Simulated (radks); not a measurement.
Results of a calculation; reference values are marked as such.
Numerical settings for neutral selenium, [Ar] 3d10 4s2 4p4. Level of theory: scalar-relativistic Kohn-Sham, LDA (Slater exchange, Perdew-Wang correlation), spin-unpolarised, spherical densities, finite nucleus; Fermi nuclear charge, rms radius 4.14 fm (a radial shooting solver on a logarithmic mesh with Libxc functionals). The defaults (mesh step 0.008 in ln r, mesh end at 40 bohr or more with all orbitals vanishing there, Anderson mixing 0.5 over 9 steps, residual threshold near 1e-9 with the energy settled to 1e-9 hartree or 1e-11 of itself, here a cap of 92 iterations) give E = -2426.7718 hartree and 4p at -6.655 eV in 14 iterations. Run on one thread of a shared host, so times are rough (Arm Neoverse N1): 0.11 s of CPU time, 0.11 s wall, 14 iterations on 2381 mesh points. Changes against that run (0 stands for a change within the tolerance of the run):

setting,iterations,converged,E (mhartree),e(4p) (meV),CPU (s)
mesh step in ln r 0.005,14,yes,0,0,0.17
mesh step in ln r 0.003,14,yes,0,0,0.29
mesh step in ln r 0.08,20,yes,+0.154,-0.00546,0.04
mesh end (bohr) 400,14,yes,0,0,0.12
mesh end (bohr) 3,13,level above zero,+1.5e+03,+1.67e+04,0.08
residual threshold 1e-13,21,yes,0,0,0.15
residual threshold 0.001,11,yes,0,+0.00511,0.1
mixing 1.5,15,yes,0,0,0.12
"linear mixing, mixing 0.05",92,no,+0.268,-26.2,0.6
"linear mixing, mixing 0.5",30,yes,0,0,0.19
mixing history 20,18,yes,0,0,0.14
iteration cap 3,3,no,+15.4,-355,0.03

Settled on a wrong energy, with an occupied level pushed above zero by the early mesh end: mesh end (bohr) 3 (+1.5 hartree). Apart from these: no run marked as converged misses the energy by more than 1 mhartree. A mesh that ends early acts as a hard wall.
